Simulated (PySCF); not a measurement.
Calculation: B3LYP-D3(BJ)/def2-TZVP // M06-2X/def2-TZVP run with PySCF. Isolated molecules, 0 K electronic values unless said otherwise. One relaxed conformer stands for a flexible species; it need not be the lowest. B3LYP has the VWN-RPA correlation part, as in Gaussian. Excitations are Tamm–Dancoff values on a coarser integration grid. The basis has no diffuse functions, so Rydberg states are missing or too high.

Reference species (SMILES): `B/C(C)=C/C` (neutral, multiplicity 1).

| Property | Value |
|---|---|
| S1 excitation (TDA) | 5.31 eV |
| brightest of the four lowest singlets (TDA) | 5.58 eV |
| HOMO–LUMO gap | 5.40 eV |

Changed species: `B/C(C)=C\C`.

Task: Give the shifts of the S1 excitation (TDA), brightest of the four lowest singlets (TDA) and HOMO–LUMO gap.

Result: the S1 excitation (TDA) drops by 0.19 eV, to 5.12 eV; the brightest of the four lowest singlets (TDA) falls by 0.39 eV, to 5.19 eV; the HOMO–LUMO gap drops by 0.21 eV, to 5.19 eV.
